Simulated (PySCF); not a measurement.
# Basis-set dependence of H2 at CCSD(T)

PySCF, RHF reference; singlet, unpaired electrons none; De to H + H without counterpoise correction. Frozen cores follow the default of each basis and core potential.

```json
{"basis": "STO-3G", "relativity": "no relativity", "functions": "2", "Re (Å)": "0.735", "ωe (cm⁻¹)": "5002", "De (eV)": "5.56", "frozen orbitals": "0"}
{"basis": "3-21G", "relativity": "no relativity", "functions": "4", "Re (Å)": "0.750", "ωe (cm⁻¹)": "4383", "De (eV)": "4.23", "frozen orbitals": "0"}
{"basis": "jorge-DZP-DKH", "relativity": "spin-free X2C", "functions": "10", "Re (Å)": "0.761", "ωe (cm⁻¹)": "4385", "De (eV)": "4.47", "frozen orbitals": "0"}
{"basis": "def2-SVPD", "relativity": "no relativity", "functions": "16", "Re (Å)": "0.760", "ωe (cm⁻¹)": "4366", "De (eV)": "4.52", "frozen orbitals": "0"}
{"basis": "aug-pcseg-1", "relativity": "no relativity", "functions": "18", "Re (Å)": "0.753", "ωe (cm⁻¹)": "4427", "De (eV)": "4.55", "frozen orbitals": "0"}
{"basis": "x2c-TZVPPall", "relativity": "spin-free X2C", "functions": "28", "Re (Å)": "0.743", "ωe (cm⁻¹)": "4409", "De (eV)": "4.70", "frozen orbitals": "0"}
{"basis": "def2-TZVPPD", "relativity": "no relativity", "functions": "34", "Re (Å)": "0.743", "ωe (cm⁻¹)": "4404", "De (eV)": "4.70", "frozen orbitals": "0"}
```

Q: How does each smaller set differ from the one with most functions, def2-TZVPPD?

A: STO-3G: -0.8 pm, +13.6 % in ωe, +0.86 eV in De; 3-21G: +0.7 pm, -0.5 % in ωe, -0.47 eV in De; jorge-DZP-DKH: +1.8 pm, -0.4 % in ωe, -0.23 eV in De; def2-SVPD: +1.7 pm, -0.9 % in ωe, -0.18 eV in De; aug-pcseg-1: +1.0 pm, +0.5 % in ωe, -0.15 eV in De; x2c-TZVPPall: +0.0 pm, +0.1 % in ωe, +0.00 eV in De. All at CCSD(T); the set with most functions is neither the basis-set limit nor always the best. The rows treat relativity differently, so the differences are not basis effects alone.

Correlated steps freeze no core orbitals. Correlated levels converge slowly with the basis: in double zeta they bind strong bonds too weakly, by up to about 1 eV, and carry superposition errors of some tenths. Where the molecule has an RHF reference, its open-shell atoms are computed with UHF. 3-21G and STO-3G are very small, so such numbers show the basis as much as the molecule.
